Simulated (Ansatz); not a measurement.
Isolated molecules relaxed with PBE0-D4/def2-TZVP in Ansatz; ΔE leaves out vibrations. CCSD(T)/CBS is the MP2 limit (def2-TZVPP, def2-QZVPP) plus CCSD(T) − MP2 in def2-TZVPP, frozen cores. This one scheme is used for every species. Functionals use def2-TZVPP. B3LYP here is the variant with VWN-RPA as its local correlation; programs differ in this. For Ge outer-core shells are correlated without core-valence functions, which leaves a few kJ/mol of doubt a bond. Scalar relativity is left out up to krypton.

Reaction (formal exchange of groups at the Al–Ge bond): `C#[C][AlH][GeH3]` + CH₄ → `C#[C][AlH][CH3]` + GeH₄

Question: Is it downhill or uphill in electronic energy at CCSD(T)/CBS, and by how much? (Best estimate.)

Answer: Computed: Uphill: ΔE = +33.1 kJ/mol.

Question: What do these levels give: PBE-D4, revPBE-D4, ωB97X-V, PBE-QIDH, B3LYP, BHLYP? (An estimate is asked.)

Answer: Ansatz gave: PBE-D4 38.8, revPBE-D4 37.0, ωB97X-V 29.2, PBE-QIDH 33.1, B3LYP 32.4, BHLYP 30.1 kJ/mol.

Largest T1 diagnostic among the species: 0.013.

From BLYP to BHLYP (50 % exact exchange), in def2-TZVPP and without D4, ΔE moves by −3.7 kJ/mol. Leaving LDA and LC-ωPBE aside and taking each functional with its dispersion term where it has one, the values, not all of them listed here, spread over 12.7 kJ/mol, from B97M-V to PBE-D4. LDA lies −4.2 kJ/mol from PBE without D4.
